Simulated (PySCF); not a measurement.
C₃H₅FSi, SMILES C(=CF)=C[SiH3]. Geometry: PBE-D3(BJ)/def2-SVP. This is a generated structure with no PubChem entry under its InChIKey; it may be hypothetical.

Computed equilibrium geometry at PBE-D3(BJ)/def2-SVP (PySCF confirms it by a frequency run) as Cartesian coordinates in Å:
```xyz
10

F      2.6954     0.1143    -0.6228
C      1.6417     0.8933    -0.2928
C      0.5740     0.4405     0.3400
C     -0.5319     0.0175     0.9219
Si    -2.0190    -0.6234    -0.0525
H      1.7672     1.9473    -0.5949
H     -0.5944     0.0305     2.0299
H     -3.2344     0.2045     0.2714
H     -2.3117    -2.0470     0.3397
H     -1.7222    -0.5448    -1.5213
```
Charge 0, spin multiplicity 1.
